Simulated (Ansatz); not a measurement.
The cluster Ni2O2 was relaxed with PBE-D4 (def2-SVP) in Ansatz in these states: neutral quintet, neutral triplet. The geometries follow in no particular order.

A:

| atom | x (Å) | y (Å) | z (Å) |
| --- | --- | --- | --- |
| Ni1 | 0.304 | 0.316 | -0.528 |
| Ni2 | -0.585 | -0.591 | 1.404 |
| O3 | 0.937 | -0.897 | 0.672 |
| O4 | -0.655 | 1.171 | -1.548 |

B:

```xyz
4

Ni    0.326    0.326   -0.184
Ni   -0.502   -1.668    0.399
O    -1.183   -0.098    0.558
O     1.358    1.440   -0.773
```

Judge from the bond lengths which geometry belongs to which state (an estimate).

A is the neutral quintet (Ni1–O3 1.819 Å, Ni1–Ni2 2.311 Å, Ni1–O4 1.641 Å); B is the neutral triplet (Ni1–O3 1.734 Å, Ni1–Ni2 2.237 Å, Ni1–O4 1.629 Å).

At PBE0-D4/def2-TZVP a quintet lies 0.53 eV below the neutral triplet. These are the stationary points nearest to one start from a short search; other shapes may lie lower in each state.
